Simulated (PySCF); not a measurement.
# Computed data sheet: `C=CC#CC(=O)[O-]`

Species: C5H3O2 (charge -1).
Structure used (GFN2-xTB), in Å, numbered top down from 1:
```
atom  x, y, z in Å
C1    -2.234   -0.488    0.120
C2    -1.305   -0.143   -0.771
C3     0.053    0.072   -0.470
C4     1.225    0.275   -0.238
C5     2.702    0.479    0.039
O6     3.022    1.637    0.330
O7     3.379   -0.551   -0.071
H8    -3.265   -0.641   -0.160
H9    -1.989   -0.627    1.160
H10   -1.579   -0.009   -1.815
```

Among its groups: carboxylate, alkyne and C=C double bond.

GFN2-xTB geometry:

| Item | Value |
| --- | --- |
| Rotational constants A, B, C of the GFN2-xTB geometry | 9.622, 1.119, 1.052 GHz |

PBE0/pcSseg-1 ground state and GIAO shieldings, non-relativistic (PySCF):

| Item | Value |
| --- | --- |
| HOMO energy | -1.68 eV |
| LUMO energy | 2.93 eV |
| HOMO–LUMO gap | 4.61 eV |
| Lowest Hirshfeld atomic charge | -0.42 e on O6/O7 |
| Highest Hirshfeld atomic charge | +0.11 e on C5 |
| 13C chemical shifts (computed TMS as zero) by class | 157.5 (C5), 131.8 (C2), 116.3 (C4), 114.2 (C1), 73.0 (C3) ppm |
| 1H chemical shifts (computed TMS as zero) by class | 6.04 (H10), 5.02 (H9), 4.62 (H8) ppm |
| Isotropic shieldings of nuclei other than C and H, by class | -41 (O6/O7) ppm |
| Mayer bond orders between heavy atoms | C1–C2 1.89, C2–C3 1.17, C3–C4 2.20, C4–C5 0.93, C5–O6 1.73, C5–O7 1.73 |

From B3LYP/pcJ-1 indirect spin-spin coupling, non-relativistic, gas phase; spin–dipole term left out (PySCF):

| Property | Result |
| --- | --- |
| Largest of the computed one-bond spin–spin couplings (means over like bonds) | 13C–1H +165.6 (C1–H9), 13C–13C +163.9 (C3–C4), 13C–1H +158.7 (C1–H8), 13C–1H +157.7 (C2–H10), 13C–13C +98.0 (C2–C3), 13C–13C +81.7 (C1–C2), 13C–13C +79.8 (C4–C5), 17O–13C +26.1 (O6–C5 and 1 like it) Hz |

Monoisotopic mass of the ion (most abundant isotopes, electron mass counted): 95.0139 u.

The rotational constants make it an asymmetric top with κ = (2B − A − C)/(A − C) = -0.98, nearer the prolate limit (−1). With B = h/(8π²I), that is 505.379 GHz u Å² over I, the principal moments of inertia are 52.5, 451.8 and 480.4 u Å² (most abundant isotopes); the inertial defect Ic − Ia − Ib is -23.9 u Å² (zero for a rigid planar frame, negative otherwise).

 GFN2-xTB frequencies show an imaginary mode (24i cm⁻¹), so this geometry is no minimum at that level. NMR classes are plain means over equivalent atoms (diastereotopic ones count apart unless rotation or inversion swaps them), as if these changed places fast; in this geometry the members of some classes differ. No diffuse functions stand in pcJ-1 and pcSseg-1, which bears on an anion's orbital energies.

For the NMR shielding job (PBE0/pcSseg-1), time: 11 s of wall time; peak memory 0.66 GiB. Hardware: one thread, Arm Neoverse V1 (aarch64), shared host with 32 logical CPUs at a one-minute load of 21.
